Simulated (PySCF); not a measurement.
Te(F)4 anion (F₄Te), SMILES F[Te](F)(F)F (connectivity only; charge and spin as stated), charge -1, multiplicity 2. Coordinates come from a B3LYP-D3(BJ)/def2-SVPD optimisation. The spin state was assumed, not searched. The isomer is the one that the SMILES or the coordinates give; other isomers of the formula were not compared. The def2 effective core potentials stand for the cores of Te; spin–orbit coupling is left out.

The numbers are results of B3LYP-D3(BJ)/def2-SVPD (PySCF), not measurements.

Harmonic wavenumbers (cm⁻¹): 130, 145, 145, 226, 283, 372, 464, 478, 526. Rotational constants (GHz): 3.709, 2.283, 2.156; symmetry number 2.

Q: Work out the zero-point energy and the ideal-gas rigid-rotor harmonic-oscillator thermochemistry at 298.15 K and 1 atm.

A: ZPE = ½ Σ hcν = ½ × 2769 cm⁻¹ = 3.96 kcal/mol. H − E(el) = 8.83 kcal/mol. Entropy in cal/(mol K): translation 41.84, rotation 25.89, vibration 14.98, spin 1.38, total 84.08. G − E(el) = -16.24 kcal/mol. Cp = 22.55 cal/(mol K). Modes under 150 cm⁻¹ make the vibrational entropy uncertain.
